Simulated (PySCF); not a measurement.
## Bond length, frequency and bond energy of BeI by level of theory

State: ²Σ⁺ (doublet), unpaired electrons σ ↑. Set-up: basis Be x2c-SVPall, I x2c-SVPall; spin-free X2C with a Gaussian nucleus; PySCF 2.14. De refers to Be + I in their high-spin ground configurations, without counterpoise correction. The functionals are run spin-unrestricted. A positive dipole means Be(−)I(+).

```tsv
Level	Re (Å)	ωe (cm⁻¹)	De (eV)	μ (D)
UHF	2.229	602	2.35	-1.00
UHF-MP2	2.228	603	2.65	n/a
UHF-SCS-MP2	2.232	597	2.44	n/a
UHF-CCSD	2.233	593	2.04	n/a
UHF-CCSD(T)	2.234	591	2.09	n/a
PBE	2.216	589	2.94	-0.18
PW91	2.215	589	2.97	-0.19
TPSS	2.222	584	2.88	-0.31
r²SCAN	2.215	596	3.07	-0.48
PBE0	2.208	602	2.89	-0.43
r²SCAN0	2.209	603	2.99	-0.61
LC-ωPBE	2.195	617	2.75	-0.60
```

(1) Which functional lies closest to UHF-CCSD(T) in De, which farthest, and by how much do they differ from it?

(2) What does a quarter of exact exchange do here, going from PBE to PBE0?

(3) What does the step from GGA to meta-GGA do here, going from PBE to r²SCAN?

Correlated steps freeze 18 core orbitals. Correlated levels converge slowly with the basis: in double zeta they bind strong bonds too weakly, by up to about 1 eV, and carry superposition errors of some tenths. Spin–orbit coupling is left out, which matters for elements this heavy, above all for dissociation energies. The state is the lowest determinant that a PBE0 search found; another state may lie lower at other levels.

## Answers

(1) Closest is LC-ωPBE (-3.9 pm in Re, +4.4 % in ωe, +0.66 eV in De against UHF-CCSD(T) in the same basis), farthest r²SCAN (-1.9 pm in Re, +0.8 % in ωe, +0.98 eV in De). CCSD(T) converges more slowly with the basis than the functionals do and binds too weakly in this one, so the order can change at the basis-set limit.

(2) PBE0 less PBE: -0.8 pm in Re, +2.2 % in ωe, -0.05 eV in De. Exact exchange removes part of the self-interaction that spreads semilocal densities, and in most molecules shortens and stiffens the bond and lowers De; so it does here.

(3) r²SCAN less PBE: -0.1 pm in Re, +1.2 % in ωe, +0.13 eV in De.
